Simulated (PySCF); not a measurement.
## Radial density of P⁺ (phosphorus, charge +1)

UHF, [Ne] 3s2 3p2, high-spin 3P determinant. Computed with PySCF 2.14 in aug-cc-pV(D+d)Z, with no relativity, point nucleus.

```csv
r (bohr),4πr²ρ (e/bohr),4πr²(ρα − ρβ)
0.00147,0.05681,0.0000
0.00247,0.1564,0.0000
0.00416,0.4197,0.0000
0.00700,1.092,0.0001
0.0118,2.676,0.0002
0.0198,5.962,0.0005
0.0333,11.28,0.0017
0.0560,16.37,0.0074
0.0942,15.82,0.0316
0.159,11.06,0.1048
0.267,13.65,0.1952
0.448,15.02,0.1043
0.754,5.405,0.0435
1.27,2.211,0.7594
2.13,1.864,0.9643
3.59,0.2793,0.1865
6.04,0.003053,0.0027
10.2,1.361e-05,0.0000
```
